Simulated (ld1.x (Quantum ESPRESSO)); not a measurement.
# What one change does to a pseudopotential (N, RRKJ)

* Element: nitrogen (N)
* Generator: ld1.x (Quantum ESPRESSO) 7.5
* Type: norm-conserving RRKJ (Kleinman–Bylander form)
* Functional: PBE
* Relativity: non-relativistic
* Frozen core: [He]
* Valence charge: 5
* Reference configuration: 2s2 2p2 (charge +1)
* Partial waves: 2s (bound): rc 0.90 bohr; 2p (bound): rc 2.25 bohr
* Local potential: all-electron potential smoothed inside 1.35 bohr (lloc = -2)
* Core correction: a·sin(br)/r model core inside 0.55 bohr

Change: wave 2p (bound): rc 2.25 bohr becomes 2p (bound): rc 2.34 bohr.

Cutoffs: the cutoffs (Ry, on a coarse ladder) from which the occupation-weighted sum of valence levels, in a spherical-Bessel basis at the reference potential, stays within 10 and 1 mRy of its value at 400 Ry; they do not see the model core or the augmentation charge, which bear on the density cutoff. Errors are all-electron minus pseudo energies relative to the spin-unpolarised reference configuration.

**Question.** What does the change do?

**Answer.** The potential gets neither clearly harder nor softer (80 Ry and 110 Ry → 80 Ry and 110 Ry); both files keep a bound ghost (s); of the 7 tests that both files solve, the error grows in 7 and shrinks in 0 by more than 15 % and 0.3 meV (median size 339.3 → 414.8 meV). More of the atom is replaced by a form fitted at one configuration, so other configurations suffer.

```csv
quantity,base,changed
"cutoff, loose",80 Ry,80 Ry
"cutoff, tight",110 Ry,110 Ry
loose cutoff by channel (10 mRy a level),"s 70 Ry, p 25 Ry","s 70 Ry, p 21 Ry"
bound ghosts,s,s
"error for 2s2 2p3, meV [ΔE -13.60 eV]",+90,+118
"error for 2s2 2p1, meV [ΔE 28.86 eV]",+339,+415
"error for 2s2 2p0, meV [ΔE 75.94 eV]",+2083,+2481
"error for 2s0 2p5, meV [ΔE 9.38 eV]",+422,+508
"error for 2s1 2p4, meV [ΔE -2.12 eV]",+273,+338
"error for 2s1 2p0, meV [ΔE 153.71 eV]",+3698,+4360
"error for 2s2 2p3.3, meV [ΔE -15.22 eV]",+114,+151
```

 A true bound ghost makes a file unfit for plane-wave use even where its test errors are small: the radial tests pick states by their node count and pass the ghost by.
